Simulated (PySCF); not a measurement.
# How methods differ on the ionisation energy of Ta⁷²⁺

Ta⁷²⁺ 1s1 [1s1/2^1, M_J = 1/2] → Ta⁷³⁺ (bare nucleus), as a difference of total energies. All numbers are calculated (PySCF 2.14, the two-component X2C-1e Hamiltonian, in an even-tempered Gaussian basis (15 s from 240 bohr⁻², ratio 2.4; 11 p from 310 bohr⁻², ratio 2.4; 3 d from 960 bohr⁻², ratio 2.6; 3 f from 1400 bohr⁻², ratio 2.6)). "Screened" scales the spin-orbit matrix elements by Boettger's factors to mimic the two-electron term; Breit and QED terms are absent.

```csv
method,ionisation energy (eV),difference from reference (eV)
GHF (screened spin-orbit),78514.6,+120.0
GHF (bare spin-orbit),78514.6,+120.0
```

Reference: 78394.63 ± 0.12 eV (theoretical estimate listed by NIST; NIST Atomic Spectra Database, ionization energies).

For one electron Hartree-Fock is exact for this Hamiltonian up to the basis; QED and nuclear recoil make up the gap, and the density functionals add self-interaction.
